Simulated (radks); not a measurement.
Isoelectronic series with 6 electrons, each ion in its NIST ground configuration. Method: non-relativistic Kohn-Sham, LDA (Slater exchange, Perdew-Wang correlation), spin-unpolarised, spherical densities, point nucleus; computed with a radial shooting solver on a logarithmic mesh with Libxc functionals. Total energies (hartree) and orbital eigenvalues (eV):

\begin{tabular}{lrrrrr}
ion & configuration & E (hartree) & 2p & 2s & 1s \\ \hline
C & [He] 2s2 2p2 & -37.42437 & -5.4190 & -13.6276 & -270.6867 \\
O2+ & [He] 2s2 2p2 & -72.62173 & -43.3608 & -57.9624 & -553.4300 \\
Ne4+ & [He] 2s2 2p2 & -119.83899 & -109.2214 & -130.2175 & -946.0305 \\
Mg6+ & [He] 2s2 2p2 & -179.06108 & -202.5091 & -229.8847 & -1447.806 \\
Si8+ & [He] 2s2 2p2 & -250.28425 & -323.1035 & -356.8474 & -2058.577 \\
S10+ & [He] 2s2 2p2 & -333.50726 & -470.9587 & -511.0630 & -2778.275 \\
Ar12+ & [He] 2s2 2p2 & -428.72969 & -646.0531 & -692.5126 & -3606.865 \\
Ca14+ & [He] 2s2 2p2 & -535.95139 & -848.3758 & -901.1866 & -4544.329 \\
Ti16+ & [He] 2s2 2p2 & -655.17236 & -1077.920 & -1137.080 & -5590.659 \\
Cr18+ & [He] 2s2 2p2 & -786.39261 & -1334.683 & -1400.189 & -6745.847 \\
Fe20+ & [He] 2s2 2p2 & -929.61221 & -1618.662 & -1690.512 & -8009.889 \\
Ni22+ & [He] 2s2 2p2 & -1084.83119 & -1929.855 & -2008.048 & -9382.784 \\
Zn24+ & [He] 2s2 2p2 & -1252.04962 & -2268.261 & -2352.797 & -10864.53 \\
\end{tabular}
